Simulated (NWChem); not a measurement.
Everything below was run with NWChem. System: HAl, charge 1, spin multiplicity 2, at the geometry of a parent with another charge or spin, in a state set for the comparison that need not be this species' ground state. Its SCF solution wasn't tested for a lower state. Level: ROCCSD(T)/def2-TZVP, 5 core orbitals frozen.

Input file:

```
start mol
memory heap 100 mb stack 700 mb global 1900 mb
charge 1
geometry units angstroms nocenter noautoz
  Al     0.000000     0.000000     0.120297
  H      0.000000     0.000000    -1.563858
  symmetry group C2v
end
basis spherical
  * library def2-tzvp
end
scf
  rohf
  nopen 1
  maxiter 100
  thresh 1e-7
  semidirect memsize 60000000 filesize 0
  # guess.movecs holds the orbitals of an unrestricted PBE0 run
  vectors input guess.movecs output mol.movecs
end
tce
  freeze core 5
  ccsd(t)
  2eorb
  2emet 13
  thresh 1e-6
  maxiter 100
  tilesize 24
end
task tce energy
```

Output (cleaned and shortened):

```
             Northwest Computational Chemistry Package (NWChem) 7.3.0
             --------------------------------------------------------

                                NWChem Input Module
                                -------------------

 Scaling coordinates for geometry "geometry" by  1.889725989
 (inverse scale =  0.529177249)

 Turning off AUTOSYM since
 SYMMETRY directive was detected!

                             Geometry "geometry" -> ""
                             -------------------------

 Output coordinates in angstroms (scale by  1.889725989 to convert to a.u.)

  No.       Tag          Charge          X              Y              Z
 ---- ---------------- ---------- -------------- -------------- --------------
    1 Al                  13.0000     0.00000000     0.00000000     0.12029700
    2 H                    1.0000     0.00000000     0.00000000    -1.56385800

 Effective nuclear repulsion energy (a.u.)       4.0847215589

            Nuclear Dipole moment (a.u.)
            ----------------------------
        X                 Y               Z
 ---------------- ---------------- ----------------
     0.0000000000     0.0000000000     0.0000056692

      Symmetry information
      --------------------

 Group name             C2v
 Group number             16
 Group order               4
 No. of unique centers     2

      Symmetry unique atoms

     1    2


 Summary of "ao basis" -> "" (spherical)
 ------------------------------------------------------------------------------
       Tag                 Description            Shells   Functions and Types
 ---------------- ------------------------------  ------  ---------------------
 *                         def2-tzvp                  on all atoms

 Summary of "ao basis" -> "ao basis" (spherical)
 ------------------------------------------------------------------------------
       Tag                 Description            Shells   Functions and Types
 ---------------- ------------------------------  ------  ---------------------
 Al                        def2-tzvp                13       37   5s5p2d1f
 H                         def2-tzvp                 4        6   3s1p

                                 NWChem SCF Module
                                 -----------------

  ao basis        = "ao basis"
  functions       =    43
  atoms           =     2
  closed shells   =     6
  open shells     =     1
  charge          =   1.00
  wavefunction    = ROHF
  use symmetry    = T
  symmetry adapt  = T

 Summary of "ao basis" -> "ao basis" (spherical)
 ------------------------------------------------------------------------------
       Tag                 Description            Shells   Functions and Types
 ---------------- ------------------------------  ------  ---------------------
 Al                        def2-tzvp                13       37   5s5p2d1f
 H                         def2-tzvp                 4        6   3s1p

      Symmetry analysis of basis
      --------------------------

        a1         20
        a2          3
        b1         10
        b2         10

 Forming initial guess at       0.0s

      Symmetry analysis of molecular orbitals - initial
      -------------------------------------------------

  Numbering of irreducible representations:

     1 a1          2 a2          3 b1          4 b2

  Orbital symmetries:

     1 a1          2 a1          3 b1          4 b2          5 a1
     6 a1          7 a1          8 b2          9 b1         10 a1
    11 b2         12 b1         13 a1         14 a1         15 a2
    16 a1         17 b2

 Starting SCF solution at       0.0s

 ----------------------------------------------
         Quadratically convergent ROHF

 Convergence threshold     :          1.000E-07
 Maximum no. of iterations :          100
 Final Fock-matrix accuracy:          1.000E-09
 ----------------------------------------------

              iter       energy          gnorm     gmax       time
             ----- ------------------- --------- --------- --------
                 1     -242.1748421375  6.05D-01  3.71D-01      0.2
                 2     -242.1827048711  6.51D-02  2.46D-02      0.2
                 3     -242.1843937747  1.76D-02  1.00D-02      0.2
                 4     -242.1847024902  1.18D-03  7.22D-04      0.2
                 5     -242.1847042842  8.27D-06  4.98D-06      0.3
                 6     -242.1847042843  6.48D-09  2.06D-09      0.3

       Final ROHF results
       ------------------

         Total SCF energy =   -242.184704284291
      One-electron energy =   -341.123149247454
      Two-electron energy =     94.853723404283
 Nuclear repulsion energy =      4.084721558880

        Time for solution =      0.3s

       Symmetry analysis of molecular orbitals - final
       -----------------------------------------------

  Numbering of irreducible representations:

     1 a1          2 a2          3 b1          4 b2

  Orbital symmetries:

     1 a1          2 a1          3 b1          4 b2          5 a1
     6 a1          7 a1          8 b1          9 b2         10 a1
    11 a1         12 b2         13 b1         14 a1         15 a2
    16 a1         17 b2

             Final eigenvalues
             -----------------

              1
    1  -58.8196
    2   -5.2260
    3   -3.5370
    4   -3.5370
    5   -3.5346
    6   -0.7457
    7   -0.4279
    8   -0.1942
    9   -0.1942
   10   -0.0646
   11    0.0163
   12    0.0407
   13    0.0407
   14    0.0467
   15    0.0467
   16    0.0765
   17    0.1079

                       ROHF Final Molecular Orbital Analysis
                       -------------------------------------

 Vector    5  Occ=2.000000D+00  E=-3.534641D+00  Symmetry=a1
              MO Center= -1.4D-17, -1.4D-17,  1.2D-01, r^2= 1.3D-01
   Bfn.  Coefficient  Atom+Function         Bfn.  Coefficient  Atom+Function
  ----- ------------  ---------------      ----- ------------  ---------------
     8      0.549320  1 Al pz                11      0.411546  1 Al pz
    14      0.193699  1 Al pz

 Vector    6  Occ=2.000000D+00  E=-7.456554D-01  Symmetry=a1
              MO Center= -8.6D-16, -8.7D-16, -9.4D-01, r^2= 1.4D+00
   Bfn.  Coefficient  Atom+Function         Bfn.  Coefficient  Atom+Function
  ----- ------------  ---------------      ----- ------------  ---------------
     4      0.554240  1 Al s                  3     -0.269183  1 Al s
    39      0.269480  2 H  s                 17     -0.200154  1 Al pz

 Vector    7  Occ=1.000000D+00  E=-4.279006D-01  Symmetry=a1
              MO Center= -2.0D-15, -1.5D-15,  4.5D-01, r^2= 2.3D+00
   Bfn.  Coefficient  Atom+Function         Bfn.  Coefficient  Atom+Function
  ----- ------------  ---------------      ----- ------------  ---------------
     4      0.624941  1 Al s                 17      0.448836  1 Al pz
     3     -0.272675  1 Al s                  5      0.248203  1 Al s
    39     -0.184864  2 H  s

 Vector    8  Occ=0.000000D+00  E=-1.941711D-01  Symmetry=b1
              MO Center= -1.6D-17,  1.4D-15,  1.3D-01, r^2= 4.0D+00
   Bfn.  Coefficient  Atom+Function         Bfn.  Coefficient  Atom+Function
  ----- ------------  ---------------      ----- ------------  ---------------
    18      0.664013  1 Al px                15      0.440378  1 Al px

 Vector    9  Occ=0.000000D+00  E=-1.941711D-01  Symmetry=b2
              MO Center=  2.5D-16, -5.2D-16,  1.3D-01, r^2= 4.0D+00
   Bfn.  Coefficient  Atom+Function         Bfn.  Coefficient  Atom+Function
  ----- ------------  ---------------      ----- ------------  ---------------
    19      0.664013  1 Al py                16      0.440378  1 Al py

 Vector   10  Occ=0.000000D+00  E=-6.459711D-02  Symmetry=a1
              MO Center= -1.4D-15,  3.8D-16,  3.2D-01, r^2= 5.4D+00
   Bfn.  Coefficient  Atom+Function         Bfn.  Coefficient  Atom+Function
  ----- ------------  ---------------      ----- ------------  ---------------
    40      1.316175  2 H  s                 20      1.253880  1 Al pz
     5     -0.864489  1 Al s                 28      0.192642  1 Al d  0
     4     -0.174599  1 Al s                 17      0.157388  1 Al pz

 center of mass
 --------------
 x =   0.00000000 y =   0.00000000 z =   0.11273144

 moments of inertia (a.u.)
 ------------------
           9.840577929039           0.000000000000           0.000000000000
           0.000000000000           9.840577929039           0.000000000000
           0.000000000000           0.000000000000           0.000000000000

  Mulliken analysis of the total density
  --------------------------------------

    Atom       Charge   Shell Charges
 -----------   ------   -------------------------------------------------------
    1 Al  13    12.08   2.00  0.66  1.32  1.09  0.33  2.91  2.28  0.81  0.50  0.13  0.02  0.02  0.01
    2 H    1     0.92   0.19  0.52  0.20  0.01

 Mulliken analysis of the open-shell density
 -------------------------------------------

    Atom       Charge   Shell Charges
 -----------   ------   -------------------------------------------------------
    1 Al  13     0.87   0.00  0.01 -0.01  0.33  0.13  0.01 -0.00  0.00  0.31  0.09  0.00  0.00  0.00
    2 H    1     0.13   0.03  0.07  0.03  0.00

       Multipole analysis of the density wrt the origin
       ------------------------------------------------

     L   x y z        total         open         nuclear
     -   - - -        -----         ----         -------
     0   0 0 0      1.000000     -1.000000     14.000000

     1   1 0 0      0.000000      0.000000      0.000000
     1   0 1 0      0.000000      0.000000      0.000000
     1   0 0 1      0.412999     -0.851330      0.000006

     2   2 0 0     -5.875162     -1.882064      0.000000
     2   1 1 0      0.000000      0.000000      0.000000
     2   1 0 1     -0.000000     -0.000000      0.000000
     2   0 2 0     -5.875162     -1.882064      0.000000
     2   0 1 1     -0.000000     -0.000000      0.000000
     2   0 0 2     -7.885298     -5.030513      9.405396

                   NWChem Extensible Many-Electron Theory Module
                   ---------------------------------------------


            General Information
            -------------------
      Number of processors :     1
         Wavefunction type : Restricted open-shell Hartree-Fock
          No. of electrons :    13
           Alpha electrons :     7
            Beta electrons :     6
           No. of orbitals :    86
            Alpha orbitals :    43
             Beta orbitals :    43
        Alpha frozen cores :     5
         Beta frozen cores :     5
     Alpha frozen virtuals :     0
      Beta frozen virtuals :     0
         Spin multiplicity : doublet
    Number of AO functions :    43
       Number of AO shells :    17
        Use of symmetry is : on
      Symmetry adaption is : on
         Schwarz screening : 0.10D-09

          Correlation Information
          -----------------------
          Calculation type : Coupled-cluster singles & doubles w/ perturbation
   Perturbative correction : (T)
            Max iterations :      100
        Residual threshold : 0.10D-05
     T(0) DIIS level shift : 0.00D+00
     L(0) DIIS level shift : 0.00D+00
     T(1) DIIS level shift : 0.00D+00
     L(1) DIIS level shift : 0.00D+00
     T(R) DIIS level shift : 0.00D+00
     T(I) DIIS level shift : 0.00D+00
   CC-T/L Amplitude update :  5-th order DIIS
                I/O scheme : Global Array Library
        L-threshold :  0.10D-05
        EOM-threshold :  0.10D-05
 no EOMCCSD initial starts read in
 TCE RESTART OPTIONS
 SLICE:      F
 D4D5:       F
 quantumc:   F
 qrotation:  F
 pwtce:      F
 qducc:      F
 nacto:                         0
 nrotv:                         0
 nrot:                          0

            Memory Information
            ------------------
          Available GA space size is     249033102 doubles
          Available MA space size is     104853724 doubles

 Maximum block size supplied by input
 Maximum block size        24 doubles

 tile_dim =     15

 -------------------------------------------------

 Global array virtual files algorithm will be used

 Parallel file system coherency ......... OK

 4-electron integrals stored in orbital form

 v2    file size   =           188691
 4-index algorithm nr.  13 is used
 imaxsize =       30
 imaxsize ichop =        0


CCSD iterations
 ---------------------------------------------------------
 Iter          Residuum       Correlation     Cpu    Wall
 ---------------------------------------------------------
    1   0.0621908578921  -0.0363532925872     0.1     0.1
    2   0.0227694492508  -0.0443969813213     0.1     0.1
    3   0.0105554314871  -0.0470085019241     0.1     0.1
    4   0.0058723002147  -0.0481431891601     0.1     0.1
    5   0.0036830005046  -0.0486999819811     0.1     0.1
    6   0.0007405366761  -0.0494808798592     0.1     0.1
    7   0.0002746023077  -0.0494773106641     0.1     0.1
    8   0.0001391657154  -0.0494773702859     0.1     0.1
    9   0.0000714294114  -0.0494783786825     0.1     0.1
   10   0.0000403411765  -0.0494788473243     0.1     0.1
   11   0.0000095724856  -0.0494797509941     0.1     0.1
   12   0.0000048135325  -0.0494805991433     0.1     0.1
   13   0.0000029825867  -0.0494809868193     0.1     0.1
   14   0.0000019198520  -0.0494812225611     0.1     0.1
   15   0.0000012837316  -0.0494813554661     0.1     0.1
   16   0.0000002371468  -0.0494815889381     0.1     0.1
 -----------------------------------------------------------------
 Iterations converged
 CCSD correlation energy / hartree =        -0.049481588938064
 CCSD total energy / hartree       =      -242.234185873228711

 Singles contributions
     7a1  (beta ) ---     6a1  (beta )        0.1009947029

 Doubles contributions
 CCSD(T)
 Using plain CCSD(T) code
             total no. of tasks          103
 total no. of tasks / no. procs          103
                         wl_min            1           1.0
                         wl_max         3375           3.9
        thresh for no. of tasks          103

 CCSD[T]  correction energy / hartree =        -0.000854244781958
 CCSD[T] correlation energy / hartree =        -0.050335833720022
 CCSD[T] total energy / hartree       =      -242.235040118010659
 CCSD(T)  correction energy / hartree =        -0.000900014573685
 CCSD(T) correlation energy / hartree =        -0.050381603511749
 CCSD(T) total energy / hartree       =      -242.235085887802398

 Task  times  cpu:        2.4s     wall:        2.4s

 Total times  cpu:        2.4s     wall:        2.4s
```
